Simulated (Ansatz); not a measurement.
Compare A (`CBNCO`) with its isomer B (`COBCN`).

Isolated molecules relaxed with PBE0-D4/def2-TZVP in Ansatz; ΔE leaves out vibrations. CCSD(T)/CBS is the MP2 limit (def2-TZVPP, def2-QZVPP) plus CCSD(T) − MP2 in def2-TZVPP, frozen cores. Functionals use def2-TZVPP. B3LYP here is the variant with VWN-RPA as its local correlation; programs differ in this. One conformer a species, not always the lowest.

Problem. Which isomer does CCSD(T)/CBS put lower? Give the gap. (Best estimate.)

Solution. Computed: A, by 47.9 kJ/mol.

Problem. Give E(B) − E(A) in kJ/mol with CCSD(T)/def2-TZVPP, MP2/def2-TZVPP, ωB97M-V, B3LYP, PBE-D4, r2SCAN-D4, HF/def2-TZVPP. (Estimate.)

Solution. The calculation gave: CCSD(T)/def2-TZVPP 48.4, MP2/def2-TZVPP 51.5, ωB97M-V 48.1, B3LYP 45.1, PBE-D4 52.0, r2SCAN-D4 51.2, HF/def2-TZVPP 38.2. None reverses the order clearly.

Largest T1 diagnostic: 0.012.

In def2-TZVPP, CCSD(T) changes the Hartree–Fock value by +10.2 kJ/mol (the triples alone add +1.6 kJ/mol) and MP2 by +13.3 kJ/mol.
